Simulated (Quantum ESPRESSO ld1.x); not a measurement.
Problem. The mean radii <r> (bohr) of the occupied orbitals of an atom or ion are listed with their occupations. Method: Dirac Kohn-Sham, RPBE, spin-unpolarised, spherical densities, point nucleus; computed with ld1.x of Quantum ESPRESSO 7.5.

orbital  occ.      <r>
1s1/2       2  0.02506
2s1/2       2   0.1070
2p1/2       2  0.08991
2p3/2       4  0.09601
3s1/2       2   0.2848
3p1/2       2   0.2746
3p3/2       4   0.2867
3d3/2       4   0.2577
3d5/2       6   0.2615
4s1/2       2   0.6541
4p1/2       2   0.6746
4p3/2       4   0.7014
4d3/2       4   0.7618
4d5/2       6   0.7713
5s1/2       2    1.555
5p1/2       2    1.737
5p3/2       4    1.812
5d3/2     0.4    2.579
5d5/2     0.6    2.615

Name the element and its charge. Open shells, if any, are shared by 2j + 1.

Solution. Z = 57, lanthanum, charge +2: La2+ in [Xe] 5d1. The 1s radius gives Z: for a bare nucleus <r> = (2 gamma + 1)/(2Z) with gamma = sqrt(1 - (Z/c)^2), 0.02473 bohr for Z = 57, and screening makes it slightly larger (0.02506 here). The occupations add up to 55, and the charge is Z minus that.
